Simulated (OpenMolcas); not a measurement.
3s² 3p along the 13-electron sequence

- Program: OpenMolcas
- Method: MS-CASPT2, IPEA 0.25 Eh, imaginary shift 0.1 Eh
- Basis: ANO-RCC-VQZP
- Scalar Hamiltonian: DKH2, point nucleus
- Spin-orbit coupling: state interaction with AMFI integrals over the reference wave functions, term energies averaged over their components

Active space for each ion: 3 electrons in 4 orbitals (3s 3p); closed shells correlated by CASPT2: 2s 2p.

Computed levels in cm-1 above ²P°_1/2:

```
                                Level  P2+  S3+  Cl4+  Ar5+
                              ²P°_3/2  487  841  1337  2010
weight of ²P° in the lowest level (%)  100  100   100   100
```

Measured, with the error of the calculation in %. Measured levels: P2+ from Martin, Zalubas and Musgrove, J. Phys. Chem. Ref. Data 14, 751 (1985); S3+ from NIST levels in Podobedova, Kelleher and Wiese, J. Phys. Chem. Ref. Data 38, 171 (2009); Ar5+ from Saloman, J. Phys. Chem. Ref. Data 39, 033101 (2010).

```csv
Level,P2+,S3+,Ar5+
²P°_3/2,559 (-12.9),951 (-11.6),2208 (-8.9)
```

The fine-structure level ²P°_3/2 changes by a factor of 4.13 from P2+ to Ar5+. Its fourth root runs 4.70, 5.39, 6.05, 6.70, with steps per unit of Z of 0.69, 0.66, 0.65; equal steps would mean a (Z - σ)^4 law with constant σ.

Over all roots computed the reference weight is 0.88 to 0.99 in P2+, 0.88 to 0.99 in S3+, 0.89 to 0.99 in Cl4+, 0.90 to 0.99 in Ar5+; the roots of lowest weight are the least certain, and an intruder state may touch them. Computed and measured levels are paired by configuration, term and J; levels that our copy of the source lacks, or whose pairing is in doubt (as where it misses far off the trend of its configuration), stay unpaired and out of the deviations. Only configurations of the active space appear.

° marks odd parity.
